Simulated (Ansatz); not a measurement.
`F[SiH2][SiH](F)S` → `F[SiH2]F` + `[SiH]S`  (silylene formation by 1,1-elimination)

Computed with Ansatz on PBE0-D4/def2-TZVP structures; ΔE is electronic, products minus reactants. CCSD(T)/CBS is the MP2 limit (def2-TZVPP, def2-QZVPP) plus CCSD(T) − MP2 in def2-TZVPP, frozen cores. This one scheme is used for every species. Functionals use def2-TZVPP. HSE06 is defined as in plane-wave codes. One conformer a species, not always the lowest.

```json
{"level": "LDA (SPW92)", "ΔE (kcal/mol)": "38.7"}
{"level": "B97M-V", "ΔE (kcal/mol)": "32.4"}
{"level": "HSE06", "ΔE (kcal/mol)": "34.0"}
{"level": "HF/def2-SVP", "ΔE (kcal/mol)": "27.4"}
```

(1) What does CCSD(T)/CBS give? (An estimate is asked.)

Largest T1 diagnostic among the species: 0.016.

Results:

(1) Computed: +32.0 kcal/mol. The listed levels differ from it by 6.7, 0.4, 2.0, -4.6 kcal/mol.

From BLYP to BHLYP (50 % exact exchange), in def2-TZVPP and without D4, ΔE moves by +5.7 kcal/mol. In def2-TZVPP, CCSD(T) changes the Hartree–Fock value by +2.5 kcal/mol (the triples alone add +0.4 kcal/mol) and MP2 by +4.9 kcal/mol. The D4 term adds +3.8 kcal/mol with B3LYP and +2.1 kcal/mol with PBE0; it sums over pairs of atoms, weighted by their polarisabilities, and B3LYP, whose exchange is more repulsive, gets the larger term.

B3LYP here is the variant with VWN-RPA as its local correlation; programs differ in this.
